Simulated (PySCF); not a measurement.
## Core-level binding energies of cyclopentanecarbaldehyde

Species: cyclopentanecarbaldehyde, C6H10O.
Numbering: `[O:1]=[CH:2][CH:3]1[CH2:4][CH2:5][CH2:6][CH2:7]1`

Structure used (PBE0-D3(BJ)/def2-SVP), in Å, numbered top down from 1:
```
atom  x, y, z in Å
O1     2.504   -1.241    0.719
C2     2.143   -0.151    0.367
C3     0.888    0.152   -0.411
C4    -0.021   -1.071   -0.615
C5    -1.221   -0.828    0.301
C6    -1.399    0.687    0.253
C7     0.034    1.216    0.334
H8     2.751    0.758    0.624
H9     1.233    0.564   -1.376
H10    0.519   -2.001   -0.387
H11   -0.351   -1.124   -1.664
H12   -0.978   -1.141    1.331
H13   -2.119   -1.385   -0.004
H14   -2.046    1.084    1.050
H15   -1.852    0.976   -0.710
H16    0.344    1.276    1.392
H17    0.149    2.226   -0.085
```

Computed with delta-SCF UKS SCAN, pcX-2 on the ionised atom, pcseg-1 elsewhere, spin-free X2C (PySCF 2.14.0). These are vertical core ionisation energies against the vacuum level, from separate self-consistent calculations with and without the core hole.

Question: List the computed XPS lines with their assignment.

Answer: 
```tsv
atom(s)	environment	level	binding energy (eV)	above the level's lowest (eV)	count
O1	aldehyde oxygen	O 1s	537.94	0.00	1
C2	aldehyde carbon	C 1s	293.35	+2.91	1
C3	sp3 carbon next to a carbonyl	C 1s	290.82	+0.38	1
C5/C6	ring CH2 carbon	C 1s	290.54	+0.10	2
C4/C7	ring CH2 carbon	C 1s	290.44	0.00	2
```

Lowest listed C 1s: C4/C7, bonded to 2 C and 2 H. Highest, 2.91 eV above it: C2, bonded to O (double bond), C and H. Summing the Pauling electronegativity differences to the bonded atoms, each weighted by its formal bond order, gives -0.70 for the lowest site and +1.43 for the highest; no listed site has a larger sum than the highest.

Question: Which effective nuclear charge Zeff reproduces each element's mean 1s value in the hydrogen-like formula E = 13.606 eV × Zeff²?

Answer: C (Z = 6): mean 291.0 eV, Zeff = 4.62, Z − Zeff = 1.38; O (Z = 8): mean 537.9 eV, Zeff = 6.29, Z − Zeff = 1.71. Means run over the listed sites, weighted by atom count.

Question: Give the binding energy of C 1s of C3 in hartree and in kJ/mol.

Answer: 290.82 eV = 10.6874 Eh = 28060 kJ/mol.

Topologically equivalent atoms share the value of their first member; where this conformer doesn't relate them by symmetry, their own values could differ. One conformer (not necessarily the lowest) at the PBE0-D3(BJ)/def2-SVP geometry, without solvent, vibrations or thermal averaging.

Hardware: one thread, Arm Neoverse V1 (shared host). Cost: 74 s of wall time.
